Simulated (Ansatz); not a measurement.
Species: SeCl₂, net charge 0, singlet state. 
Structure (B3LYP-D3(BJ)/def2-TZVP (Ansatz, a program for electronic structure) minimum search):
SMILES: Cl[Se]Cl
```xyz
3

Se    -0.0048    -0.0006     0.6866
Cl     1.1124     1.2742    -0.6777
Cl    -1.1027    -1.2730    -0.6955
```
Charge 0, spin multiplicity 1.

Property: vertical electron affinity (to the doublet state of charge -1; a negative value means that the extra electron is unbound and the number depends on the basis; each state is the SCF solution reached for its spin), in eV. Valence correlation only, unless marked. Open shells are spin-unrestricted. Spin-orbit coupling is left out. The frozen core is the preceding noble-gas configuration, with the filled d and f shells of earlier blocks. No relativistic terms. Anions need diffuse functions: def2-D sets add few. Basis-set limits of correlation are two-point, X^-3; Hartree-Fock from the larger set. [CCSD(T)-MP2]/basis is that difference in the basis named.

```csv
level,program,vertical electron affinity (eV)
r2SCAN/def2-TZVPD,Ansatz,[?]
B3LYP/def2-TZVPD,Ansatz,1.05
BHLYP/def2-TZVPD,Ansatz,0.91
CAM-B3LYP/def2-TZVPD,Ansatz,[?]
CCSD/def2-SVPD,Ansatz,0.75
CCSD/def2-TZVPPD,Ansatz,[?]
"RI-MP2/CBS(def2-TZVPPD,def2-QZVPPD)+[CCSD(T)-MP2]/def2-TZVPPD",Ansatz,0.86
```

Some entries are withheld; supply them.


- r2SCAN/def2-TZVPD, vertical electron affinity (eV): 1.04
- CAM-B3LYP/def2-TZVPD, vertical electron affinity (eV): 1.03
- CCSD/def2-TZVPPD, vertical electron affinity (eV): 0.71
